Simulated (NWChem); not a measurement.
# C₅H₅F; SMILES C([C@H](F)C=C)#C

```xyz
11

C     -0.5361    -2.4817     0.2978
C     -0.1321    -1.3821    -0.0487
C      0.3349    -0.0595    -0.4850
F      1.4740     0.3106     0.2261
C     -0.7504     0.9852    -0.3412
C     -0.6149     2.0912     0.4036
H     -0.8911    -3.4533     0.6128
H      0.6295    -0.1307    -1.5613
H     -1.6776     0.7697    -0.8987
H     -1.4282     2.8283     0.4797
H      0.3169     2.2853     0.9557
```
Atoms are numbered in this order, from 1.

Program: NWChem. Pople sets run with spherical d functions. All runs use the structure optimised with PBE-D3(BJ)/def2-SVP. Level: PBE/6-31G* with SMD (1 M gas to 1 M solution), gas-phase geometry.

```tsv
solvent	dielectric constant	solvation free energy (kcal/mol)	cavity-dispersion-structure term (kcal/mol)	dipole in solution (D)
water	78.4	-0.3	5.6	1.93
toluene	2.37	-3.5	-0.3	1.71
ethylene glycol	40.2	-0.5	5.2	1.93
ethyl acetate	5.99	-4.1	0.7	1.84
anisole	4.22	-3.7	0.7	1.80
n-hexane	1.88	-3.3	-0.7	1.65
```
